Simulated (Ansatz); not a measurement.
`[GeH3][SiH2][SiH2][GeH2][GeH2][GeH3]`, charge 0, multiplicity 1.

(1) Give a relaxed structure at PBE0-D4/def2-TZVP (the Gaussian-basis code of Ansatz). (An estimate is asked.)

## Answers

(1) Ansatz gave: 
Z-matrix (Å, degrees):
```
Ge
Si 1 2.381
H 1 1.538 2 110.2
H 1 1.537 2 111.6 3 120.6
H 1 1.538 2 109.8 3 -118.9
Si 2 2.334 1 109.2 3 49.2
H 2 1.489 1 109.5 3 -69.5
H 2 1.489 1 109.6 3 171.9
Ge 6 2.381 2 108.5 1 -56.9
H 6 1.490 2 110.0 1 63.8
H 6 1.489 2 110.7 1 -176.3
Ge 9 2.430 6 110.4 2 -48.9
H 9 1.540 6 110.0 2 71.2
H 9 1.541 6 110.4 2 -170.0
Ge 12 2.424 9 112.8 6 84.8
H 12 1.541 9 109.4 6 -154.6
H 12 1.541 9 109.3 6 -37.2
H 15 1.537 12 109.9 9 52.5
H 15 1.538 12 110.1 9 172.3
H 15 1.537 12 111.0 9 -67.7
```
This is one stationary point; other conformers may exist.
